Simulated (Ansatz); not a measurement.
```yaml
crystal:
  periodic: [false, false, false]
  atoms:
    - {symbol: C, position_ang: [-0.283015, 1.855053, -2.001351]}
    - {symbol: C, position_ang: [0.902696, 1.042489, -2.493136]}
    - {symbol: C, position_ang: [0.453067, -0.148495, -3.321701]}
    - {symbol: O, position_ang: [1.744345, 0.659451, -1.441622]}
    - {symbol: Cd, position_ang: [1.052335, -0.524647, -0.026159]}
    - {symbol: O, position_ang: [0.578317, -1.817836, 1.383570]}
    - {symbol: C, position_ang: [-0.191383, -1.397545, 2.475052]}
    - {symbol: C, position_ang: [0.522845, -0.339447, 3.298185]}
    - {symbol: C, position_ang: [-1.571583, -0.928684, 2.046962]}
    - {symbol: H, position_ang: [-0.882177, 2.244417, -2.828981]}
    - {symbol: H, position_ang: [-0.941967, 1.227969, -1.384814]}
    - {symbol: H, position_ang: [0.058186, 2.694882, -1.393143]}
    - {symbol: H, position_ang: [1.512991, 1.692794, -3.139451]}
    - {symbol: H, position_ang: [-0.118102, 0.159512, -4.201771]}
    - {symbol: H, position_ang: [1.316460, -0.728716, -3.652472]}
    - {symbol: H, position_ang: [-0.193717, -0.804833, -2.723028]}
    - {symbol: H, position_ang: [-0.319184, -2.289402, 3.108684]}
    - {symbol: H, position_ang: [0.635166, 0.584298, 2.713646]}
    - {symbol: H, position_ang: [-0.031146, -0.086776, 4.206391]}
    - {symbol: H, position_ang: [1.517704, -0.687137, 3.582654]}
    - {symbol: H, position_ang: [-2.061826, -1.693650, 1.441810]}
    - {symbol: H, position_ang: [-2.209492, -0.701075, 2.905324]}
    - {symbol: H, position_ang: [-1.490501, -0.012600, 1.445351]}
basis:
  gaussian: {orbitals: def2-TZVPP, fitting: {mean_field: cc-pVTZ-jkfit}, final_grid: {core_spheres: 8, valence_spheres: 7, degree: 23}, nuclear_model: gaussian}
hamiltonian: {xc: {name: B3LYP5}}
scf: {lower_state_search: full}
```

```sh
$ ansatz run in.yaml --threads 4 --pin off --events-out ev --progress --plain --max-ram 46080MiB --backend cuda --devices 0, --max-vram 37GiB
```

Task: How does Ansatz answer? (Estimate.)

Result: The calculation gave: The program refused the input.
```
Functional definition: B3LYP5
Error: <dir> the basis set cc-pVTZ-JKFIT has no functions for Cd
```

B3LYP here is the variant with VWN-RPA as its local correlation; programs differ in this.
